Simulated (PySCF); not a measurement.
Species: C5H5O3 (doublet state).
Atom-mapped SMILES: `[O:1]=[C:2]([OH:3])[C:4]1[CH2:5][CH:6]=[CH:7][O:8]1` (hydrogens: H9 on O3; H10, H11 on C5; H12 on C6; H13 on C7)

Structure used (PBE0-D3(BJ)/def2-SVP), in Å, numbered top down from 1:
```
atom  x, y, z in Å
O1     2.0208   -1.5949   -0.5027
C2     1.7393   -0.4839   -0.0935
O3     2.6634    0.4095    0.2995
C4     0.3861   -0.0176    0.0099
C5    -0.8493   -0.7624   -0.3554
C6    -1.8921    0.2577   -0.0062
C7    -1.2687    1.3448    0.4599
O8     0.0947    1.2154    0.4819
H9     3.5163   -0.0327    0.1795
H10   -0.9489   -1.7112    0.2080
H11   -0.8589   -1.0592   -1.4230
H12   -2.9680    0.1346   -0.1137
H13   -1.6435    2.3009    0.8204
```

The hyperfine couplings belong to this conformer and change with its torsions.

The calculation used PySCF, UKS B3LYP, IGLO-III on C O, pcH-1 on H, non-relativistic, mean-field spin-orbit, GIAO. The structure is a single PBE0-D3(BJ)/def2-SVP conformer in the gas phase; no vibrational or solvent corrections. Stability of the SCF solution: not tested.

The Mulliken spin populations are largest on C4 (+0.67), O1 (+0.17), O8 (+0.10) and C6 (+0.10). The positive populations add up to 1.17 and the negative ones to -0.17, together 2S = 1. The angles at C4 add up to 360.0°, so it is planar.

Question: McConnell's relation a(H) = Q·ρ ties the coupling of a proton on a planar π carbon to the spin population of that carbon. What Q do the computed values give?

Answer: 
```
  H   C    ρ(C)  a(H) (G)  a/ρ (G)
H12  C6  +0.101     -2.54    -25.1
```

One proton gives one ratio, Q = -25.1 G, and no test of linearity. In McConnell's picture π spin on carbon polarises the C–H bond and leaves opposite spin at the proton, which makes Q negative, as found here.

Question: How do the β-proton couplings of this frozen conformer go with θ, the angle between the C–H bond and the normal to the plane of the spin centre's three neighbours, both seen down the bond from centre to carbon?

Answer: 
```json
{"β H": "H10", "on": "C5", "centre": "C4", "θ (°)": "31", "cos²θ": "0.73", "a (G)": "+47.16"}
{"β H": "H11", "on": "C5", "centre": "C4", "θ (°)": "31", "cos²θ": "0.74", "a (G)": "+47.53"}
```

Couplings in gauss use g_iso = 2.0038.
